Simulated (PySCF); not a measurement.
Basis-set dependence of population analyses: diisopropyl ether

Compound: diisopropyl ether, C6H14O.
Structure used (PBE0-D3(BJ)/def2-SVP), in Å, numbered top down from 1:
```
atom  x, y, z in Å
C1     1.3981    0.7978    0.8484
C2     0.7221   -0.4381    0.2717
C3     1.7056   -1.3691   -0.4100
O4    -0.2412   -0.0748   -0.6936
C5    -1.5192    0.2682   -0.2025
C6    -2.1440    1.2130   -1.2102
C7    -2.3618   -0.9795    0.0218
H8     0.6696    1.4613    1.3385
H9     2.1580    0.5233    1.5957
H10    1.8881    1.3656    0.0425
H11    0.2294   -0.9914    1.0968
H12    1.1872   -2.2601   -0.7920
H13    2.4975   -1.6887    0.2832
H14    2.1749   -0.8570   -1.2641
H15   -1.4144    0.8045    0.7624
H16   -3.1504    1.5240   -0.8934
H17   -2.2240    0.7168   -2.1896
H18   -1.5184    2.1086   -1.3334
H19   -1.8861   -1.6596    0.7444
H20   -2.4854   -1.5233   -0.9275
H21   -3.3589   -0.7219    0.4100
```

PBE0 throughout (PySCF), one geometry, spherical d and f functions. Isolated species at its PBE0-D3(BJ)/def2-SVP geometry (one conformer only). Atoms taken as equivalent share a column and are averaged.

Mulliken charges (e):

```tsv
basis	functions	C1/C3/C6/C7	C2/C5	O4	H8 (×12)	H11/H15
STO-3G	49	-0.237	+0.046	-0.231	+0.080	+0.065
pcSseg-0	91	-0.588	-0.091	-0.660	+0.228	+0.230
6-31G	91	-0.474	+0.068	-0.529	+0.167	+0.146
6-31G*	126	-0.528	+0.116	-0.491	+0.175	+0.139
cc-pVDZ	168	-0.034	-0.030	-0.322	+0.041	+0.014
def2-SVP	168	-0.036	+0.021	-0.404	+0.039	+0.018
pcSseg-1	189	-0.229	-0.069	-0.504	+0.113	+0.098
6-311+G(2d,p)	273	-0.481	+0.042	-0.144	+0.150	+0.092
aug-cc-pVDZ	287	+0.596	+0.185	-0.722	-0.129	-0.243
def2-TZVP	301	-0.345	+0.071	-0.279	+0.117	+0.056
```

IAO charges (e):

```json
{"basis": "STO-3G", "functions": "49", "C1/C3/C6/C7": "-0.401", "C2/C5": "+0.001", "O4": "-0.228", "H8 (×12)": "+0.134", "H11/H15": "+0.109"}
{"basis": "pcSseg-0", "functions": "91", "C1/C3/C6/C7": "-0.429", "C2/C5": "+0.077", "O4": "-0.389", "H8 (×12)": "+0.144", "H11/H15": "+0.112"}
{"basis": "6-31G", "functions": "91", "C1/C3/C6/C7": "-0.438", "C2/C5": "+0.086", "O4": "-0.396", "H8 (×12)": "+0.146", "H11/H15": "+0.111"}
{"basis": "6-31G*", "functions": "126", "C1/C3/C6/C7": "-0.420", "C2/C5": "+0.112", "O4": "-0.408", "H8 (×12)": "+0.138", "H11/H15": "+0.102"}
{"basis": "cc-pVDZ", "functions": "168", "C1/C3/C6/C7": "-0.420", "C2/C5": "+0.114", "O4": "-0.406", "H8 (×12)": "+0.138", "H11/H15": "+0.102"}
{"basis": "def2-SVP", "functions": "168", "C1/C3/C6/C7": "-0.409", "C2/C5": "+0.114", "O4": "-0.407", "H8 (×12)": "+0.135", "H11/H15": "+0.100"}
{"basis": "pcSseg-1", "functions": "189", "C1/C3/C6/C7": "-0.418", "C2/C5": "+0.110", "O4": "-0.413", "H8 (×12)": "+0.138", "H11/H15": "+0.103"}
{"basis": "6-311+G(2d,p)", "functions": "273", "C1/C3/C6/C7": "-0.431", "C2/C5": "+0.111", "O4": "-0.419", "H8 (×12)": "+0.142", "H11/H15": "+0.106"}
{"basis": "aug-cc-pVDZ", "functions": "287", "C1/C3/C6/C7": "-0.430", "C2/C5": "+0.113", "O4": "-0.418", "H8 (×12)": "+0.142", "H11/H15": "+0.106"}
{"basis": "def2-TZVP", "functions": "301", "C1/C3/C6/C7": "-0.432", "C2/C5": "+0.113", "O4": "-0.418", "H8 (×12)": "+0.142", "H11/H15": "+0.106"}
```

Hirshfeld charges (e):

```tsv
basis	functions	C1/C3/C6/C7	C2/C5	O4	H8 (×12)	H11/H15
STO-3G	49	-0.048	+0.086	-0.172	+0.016	+0.002
pcSseg-0	91	-0.112	+0.065	-0.144	+0.035	+0.019
6-31G	91	-0.108	+0.062	-0.167	+0.036	+0.023
6-31G*	126	-0.108	+0.056	-0.153	+0.036	+0.024
cc-pVDZ	168	-0.120	+0.051	-0.120	+0.037	+0.025
def2-SVP	168	-0.123	+0.052	-0.127	+0.038	+0.026
pcSseg-1	189	-0.125	+0.049	-0.129	+0.039	+0.029
6-311+G(2d,p)	273	-0.124	+0.038	-0.139	+0.041	+0.033
aug-cc-pVDZ	287	-0.131	+0.039	-0.134	+0.043	+0.034
def2-TZVP	301	-0.127	+0.041	-0.134	+0.041	+0.032
```

ESP-fitted charges (e):

```csv
basis,functions,C1/C3/C6/C7,C2/C5,O4,H8 (×12),H11/H15
STO-3G,49,-0.609,+0.512,-0.387,+0.152,-0.015
pcSseg-0,91,-0.763,+0.761,-0.615,+0.187,-0.050
6-31G,91,-0.617,+0.654,-0.603,+0.154,-0.043
6-31G*,126,-0.645,+0.645,-0.506,+0.158,-0.048
cc-pVDZ,168,-0.590,+0.626,-0.493,+0.142,-0.052
def2-SVP,168,-0.586,+0.639,-0.525,+0.142,-0.054
pcSseg-1,189,-0.640,+0.701,-0.565,+0.154,-0.062
"6-311+G(2d,p)",273,-0.717,+0.739,-0.564,+0.173,-0.059
aug-cc-pVDZ,287,-0.695,+0.719,-0.549,+0.167,-0.058
def2-TZVP,301,-0.707,+0.735,-0.546,+0.169,-0.063
```

Some averages cover members that differ in this geometry, most widely: H8 (×12), Mulliken in aug-cc-pVDZ -0.227 to -0.050; C1/C3/C6/C7, ESP-fitted in 6-311+G(2d,p) -0.761 to -0.669; C1/C3/C6/C7, ESP-fitted in def2-TZVP -0.750 to -0.660; C1/C3/C6/C7, ESP-fitted in aug-cc-pVDZ -0.737 to -0.649 e.

Which scheme is steadiest as the basis changes?

Largest range over the bases for any column: Hirshfeld 0.08 e, IAO 0.19 e, ESP-fitted 0.25 e, Mulliken 1.18 e. Hirshfeld charges move least and Mulliken charges most, counted in e. Without the minimal STO-3G basis the ranges are Hirshfeld 0.05, IAO 0.04, ESP-fitted 0.18, Mulliken 1.18 e.

How much do the charges still move between the two largest bases, aug-cc-pVDZ and def2-TZVP?

At most, over all atoms: Mulliken 0.958 e, IAO 0.002 e, Hirshfeld 0.004 e, ESP-fitted 0.016 e.

What do the same runs give for the total energy, the frontier levels and the dipole moment?

| basis | energy (Eh) | HOMO (eV) | LUMO (eV) | μ (D) |
| --- | --- | --- | --- | --- |
| STO-3G | -308.1000 | -3.55 | 8.18 | 1.00 |
| pcSseg-0 | -311.2009 | -7.00 | 1.92 | 1.45 |
| 6-31G | -311.8291 | -6.84 | 2.44 | 1.34 |
| 6-31G* | -311.9111 | -6.88 | 2.50 | 1.07 |
| cc-pVDZ | -311.9311 | -6.98 | 1.74 | 1.05 |
| def2-SVP | -311.6927 | -7.06 | 1.65 | 1.14 |
| pcSseg-1 | -311.8794 | -7.16 | 1.36 | 1.21 |
| 6-311+G(2d,p) | -312.0074 | -7.17 | 0.33 | 1.19 |
| aug-cc-pVDZ | -311.9516 | -7.15 | -0.07 | 1.17 |
| def2-TZVP | -312.0309 | -7.16 | 1.10 | 1.12 |

The dipole is fixed by the density alone, so its range of 0.45 D shows that the density itself changes with the basis, not only its division among atoms.
